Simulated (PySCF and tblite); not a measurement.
Computed ¹H and ¹³C shifts (ppm) of 4 molecules with 7 carbons each, averaged over conformers at 298.15 K: GIAO WP04/pcSseg-1 (IEF-PCM, chloroform) on PBE0-D3(BJ)/def2-SVP geometries, unscaled, against TMS (¹H), TMS (¹³C) at the same level; H on other atoms than carbon is left out (PySCF, tblite).

P. ¹H: 1.45 (2H), 1.38 (1H), 1.36 (2H), 1.13 (2H), 1.05 (1H), 1.03 (1H), 0.87 (3H), 0.79 (2H) ¹³C: 37.6 (2C), 36.9 (1C), 30.5 (2C), 30.2 (1C), 25.2 (1C)
Q. ¹H: 3.22 (2H), 2.90 (2H), 1.21 (3H), 0.89 (9H) ¹³C: 82.5 (1C), 69.8 (1C), 37.2 (1C), 28.2 (3C), 18.8 (1C)
R. ¹H: 1.21 (2H), 1.19 (2H), 1.02 (2H), 0.93 (3H), 0.53 (1H), 0.42 (2H), 0.08 (2H) ¹³C: 37.7 (1C), 35.3 (1C), 27.8 (1C), 17.8 (1C), 14.6 (1C), 7.5 (2C)
S. ¹H: 4.89 (1H), 4.88 (1H), 4.35 (1H), 2.38 (1H), 2.24 (1H), 1.99 (1H), 1.96 (1H), 1.76 (1H), 1.64 (1H), 1.59 (1H), 1.25 (1H) ¹³C: 155.4 (1C), 116.9 (1C), 96.1 (1C), 44.2 (1C), 37.9 (1C), 35.5 (1C), 28.3 (1C)

The molecules:
1. C₇H₁₁F, SMILES C=C1CCC[C@H](F)C1
2. C7H14, SMILES CC1CCCCC1
3. C7H14, SMILES CCCCC1CC1
4. neo-PeOEt, C7H16O, SMILES CCOCC(C)(C)C

Question: Which spectrum belongs to which molecule?

Answer: P is 2; Q is 4; R is 3; S is 1.

Assigned:
1. [CH2:1]=[C:2]1[CH2:3][CH2:4][CH2:5][C@H:6]([F:7])[CH2:8]1: ¹³C: 155.4 (C2), 116.9 (C1), 96.1 (C6), 44.2 (C8), 37.9 (C3), 35.5 (C5), 28.3 (C4) ppm.
2. [CH3:1][CH:2]1[CH2:3][CH2:4][CH2:5][CH2:6][CH2:7]1: ¹³C: 37.6 (C3/C7), 36.9 (C2), 30.5 (C4/C6), 30.2 (C5), 25.2 (C1) ppm.
3. [CH3:1][CH2:2][CH2:3][CH2:4][CH:5]1[CH2:6][CH2:7]1: ¹³C: 37.7 (C4), 35.3 (C3), 27.8 (C2), 17.8 (C1), 14.6 (C5), 7.5 (C6/C7) ppm.
4. [CH3:1][CH2:2][O:3][CH2:4][C:5]([CH3:6])([CH3:7])[CH3:8]: ¹³C: 82.5 (C4), 69.8 (C2), 37.2 (C5), 28.2 (C6/C7/C8), 18.8 (C1) ppm.

Unscaled shifts at such levels can be off by 15 ppm or more for ¹³C and 0.8 ppm for ¹H.

For scale, the study of C=C1CCC[C@H](F)C1 took 5.4 min on 1 thread of Intel Xeon @ 2.70GHz, on a host shared with other jobs (rough), launched as `OMP_NUM_THREADS=1 python ens_run.py task.json out`.
